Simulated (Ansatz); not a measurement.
TiBrF3, 5 atoms. Hardware: 4 threads of Intel Xeon 6975P-C on a shared host.

The 6-31G sets use Cartesian d functions.

Task: How many basis functions does each of these Ansatz runs have, and roughly what does it cost? PBE0-D4/def2-SVP, charge 0 singlet, relaxation, 4 steps; B3LYP-D4/6-31G, charge 0 singlet, energy; PBE0-D4/def2-TZVP, charge 1 doublet at the geometry of the charge 0 singlet, energy, from earlier orbitals; PBE-D4/def2-TZVP, charge 1 doublet at the geometry of the charge 0 singlet, energy, from earlier orbitals; PBE-D4/def2-TZVPD, charge -1 doublet at the geometry of the charge 0 singlet, energy, from earlier orbitals; HSE06-D4/def2-TZVP, charge 0 singlet, energy, from earlier orbitals; ωB97X-V/def2-TZVP, charge 0 singlet, energy and forces, from earlier orbitals; r2SCAN-D4/def2-TZVP, charge 0 singlet, energy, from earlier orbitals; PBE-D4/def2-TZVP, charge 0 singlet, energy, from earlier orbitals; PBE0-D4/def2-TZVP, charge 0 triplet at the geometry of the charge 0 singlet, energy; PBE-D4/def2-TZVP, charge 0 triplet at the geometry of the charge 0 singlet, energy, from earlier orbitals; PBE-D4/def2-TZVPD, charge 0 singlet, energy, from earlier orbitals.

Result: Other jobs shared the machine, so times can vary by a factor of up to 3. A dash marks memory too small to be measured apart from the calling script's.

```json
{"run": "PBE-D4/def2-TZVP, charge 0 singlet, energy, from earlier orbitals", "functions": "186", "fitting or Cholesky vectors": "1257", "wall time": "1 s", "peak host memory (GiB)": "–"}
{"run": "B3LYP-D4/6-31G, charge 0 singlet, energy", "functions": "85", "fitting or Cholesky vectors": "891", "wall time": "1.1 s", "peak host memory (GiB)": "–"}
{"run": "PBE-D4/def2-TZVPD, charge 0 singlet, energy, from earlier orbitals", "functions": "225", "fitting or Cholesky vectors": "1437", "wall time": "1.4 s", "peak host memory (GiB)": "–"}
{"run": "HSE06-D4/def2-TZVP, charge 0 singlet, energy, from earlier orbitals", "functions": "186", "fitting or Cholesky vectors": "1347", "wall time": "1.9 s", "peak host memory (GiB)": "0.57"}
{"run": "r2SCAN-D4/def2-TZVP, charge 0 singlet, energy, from earlier orbitals", "functions": "186", "fitting or Cholesky vectors": "1257", "wall time": "2.1 s", "peak host memory (GiB)": "–"}
{"run": "PBE-D4/def2-TZVP, charge 0 triplet at the geometry of the charge 0 singlet, energy, from earlier orbitals", "functions": "186", "fitting or Cholesky vectors": "1257", "wall time": "4.8 s", "peak host memory (GiB)": "–"}
{"run": "ωB97X-V/def2-TZVP, charge 0 singlet, energy and forces, from earlier orbitals", "functions": "186", "fitting or Cholesky vectors": "1344", "wall time": "4.8 s", "peak host memory (GiB)": "0.69"}
{"run": "PBE0-D4/def2-SVP, charge 0 singlet, relaxation, 4 steps", "functions": "105", "fitting or Cholesky vectors": "1137", "wall time": "6 s", "peak host memory (GiB)": "–"}
{"run": "PBE-D4/def2-TZVPD, charge -1 doublet at the geometry of the charge 0 singlet, energy, from earlier orbitals", "functions": "225", "fitting or Cholesky vectors": "1437", "wall time": "9.5 s", "peak host memory (GiB)": "0.72"}
{"run": "PBE0-D4/def2-TZVP, charge 1 doublet at the geometry of the charge 0 singlet, energy, from earlier orbitals", "functions": "186", "fitting or Cholesky vectors": "1347", "wall time": "10 s", "peak host memory (GiB)": "1.1"}
{"run": "PBE-D4/def2-TZVP, charge 1 doublet at the geometry of the charge 0 singlet, energy, from earlier orbitals", "functions": "186", "fitting or Cholesky vectors": "1257", "wall time": "13 s", "peak host memory (GiB)": "–"}
{"run": "PBE0-D4/def2-TZVP, charge 0 triplet at the geometry of the charge 0 singlet, energy", "functions": "186", "fitting or Cholesky vectors": "1347", "wall time": "13 s", "peak host memory (GiB)": "1.2"}
```
